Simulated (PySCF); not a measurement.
Excitation energy of S⁺ by level of theory

S⁺ [Ne] 3s2 3p3 (4S) → S⁺ [Ne] 3s1 3p4 (4P), as a difference of total energies. All numbers are calculated (PySCF 2.14, the spin-free X2C one-electron Hamiltonian (Gaussian nucleus), in aug-cc-pCVTZ-DK). Correlated levels: valence and next inner shell: 1s2 frozen. The calculations carry no spin-orbit coupling.

| method | excitation energy (eV) | error (eV) |
| --- | --- | --- |
| UHF | 10.522 | +0.652 |
| MP2 (valence and next inner shell) | 10.614 | +0.744 |
| SCS-MP2 (valence and next inner shell) | 10.593 | +0.723 |
| CCSD (valence and next inner shell) | 10.146 | +0.276 |
| CCSD(T) (valence and next inner shell) | 9.978 | +0.108 |

Reference: 9.870 eV (measured; NIST levels, between the centres of gravity of the two terms).

Errors of the correlated levels include the incompleteness of this basis and the frozen core.

The coupled-cluster amplitudes are large for the upper state (T1 above 0.03 or a double amplitude above 0.15), so a single reference is strained.
